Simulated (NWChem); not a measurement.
System meant: iodine (I$_{2}$); SMILES II

NWChem input:

```
start job
memory heap 200 mb stack 900 mb global 1100 mb
geometry units angstroms noautoz
  I      0.000000     0.000000     1.327795
  I      0.000000     0.000000    -1.327795
end
basis spherical
  * library def2-svp
end
ecp
  I library def2-ecp
end
dft
  odft
  mult 2
  xc pbe0
  iterations 150
  mulliken
end
task dft energy
```

End of the output:

```
 Summary of "ao basis" -> "" (spherical)
 ------------------------------------------------------------------------------
       Tag                 Description            Shells   Functions and Types
 ---------------- ------------------------------  ------  ---------------------
 *                          def2-svp                  on all atoms

                                 NWChem DFT Module
                                 -----------------

 Summary of "ao basis" -> "ao basis" (spherical)
 ------------------------------------------------------------------------------
       Tag                 Description            Shells   Functions and Types
 ---------------- ------------------------------  ------  ---------------------
 I                          def2-svp                10       26   4s4p2d

 Summary of "ao basis" -> "ao basis" (spherical)
 ------------------------------------------------------------------------------
       Tag                 Description            Shells   Functions and Types
 ---------------- ------------------------------  ------  ---------------------
 I                          def2-svp                10       26   4s4p2d

      Symmetry analysis of basis
      --------------------------

        a1g        10
        a1u         0
        a2g         0
        a2u        10
        b1g         2
        b1u         2
        b2g         2
        b2u         2
        eg         12
        eu         12

  number of electrons :                   50
  multiplicity        :                    2
 ------------------------------------------------------------------------
  no. of electrons and multiplicity not compatible                  50
 ------------------------------------------------------------------------
 ------------------------------------------------------------------------
  current input line :
    20: task dft energy
 ------------------------------------------------------------------------
 ------------------------------------------------------------------------
 There is an error in the input file
 ------------------------------------------------------------------------
 For more information see the NWChem manual at https://nwchemgit.github.io

0: no. of electrons and multiplicity not compatible:Received an Error in Communication
```

### Question
Find the fault in this run and fix the input.

### Answer
The program refused the input. Cause: the multiplicity doesn't fit the number of electrons (an even count wants an odd multiplicity, and the reverse). This input runs:
```
start job
memory heap 200 mb stack 900 mb global 1100 mb
geometry units angstroms noautoz
  I      0.000000     0.000000     1.327795
  I      0.000000     0.000000    -1.327795
end
basis spherical
  * library def2-svp
end
ecp
  I library def2-ecp
end
dft
  xc pbe0
  iterations 150
  mulliken
end
task dft energy
```
It converges to -595.43715 Ha (PBE0/def2-SVP with def2 effective core potentials on I).
